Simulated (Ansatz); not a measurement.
Reaction (silylene formation by 1,1-elimination): `[CH3][SnH2][SiH2]Cl` → `[CH3][SnH2][Cl]` + `[SiH2]`

Computed with Ansatz on PBE0-D4/def2-TZVP structures; ΔE is electronic, products minus reactants. CCSD(T)/CBS is the MP2 limit (def2-TZVPP, def2-QZVPP) plus CCSD(T) − MP2 in def2-TZVPP, frozen cores. This one scheme is used for every species. DFT in def2-TZVPP. B3LYP here is the variant with VWN-RPA as its local correlation; programs differ in this. def2 core potentials past Kr. For Sn outer-core shells are correlated without core-valence functions, which leaves a few kJ/mol of doubt a bond. Each species was taken in one conformer, which may not be the lowest.

| level | ΔE (kJ/mol) |
| --- | --- |
| PBE-D4 | 265.1 |
| PBE0-D4 | 271.2 |
| ωB97X-V | 260.7 |
| ωB97M-V | 247.6 |
| B2PLYP | 246.1 |
| PBE0 | 263.4 |
| B3LYP | 234.4 |
| HF/def2-QZVPP | 218.3 |

(1) What does CCSD(T)/CBS give? (Best estimate.)

Largest T1 diagnostic among the species: 0.014.

Answers

(1) The calculation gave: +253.9 kJ/mol. The listed levels differ from it by 11.2, 17.3, 6.8, -6.3, -7.8, 9.5, -19.5, -35.6 kJ/mol.

In def2-TZVPP, CCSD(T) changes the Hartree–Fock value by +27.6 kJ/mol (the triples alone add +5.6 kJ/mol) and MP2 by +48.5 kJ/mol. The D4 term adds +13.9 kJ/mol with B3LYP and +7.7 kJ/mol with PBE0; it sums over pairs of atoms, weighted by their polarisabilities, and B3LYP, whose exchange is more repulsive, gets the larger term. From PBE to PBE0 (25 % exact exchange), in def2-TZVPP and without D4, ΔE moves by +6.9 kJ/mol.
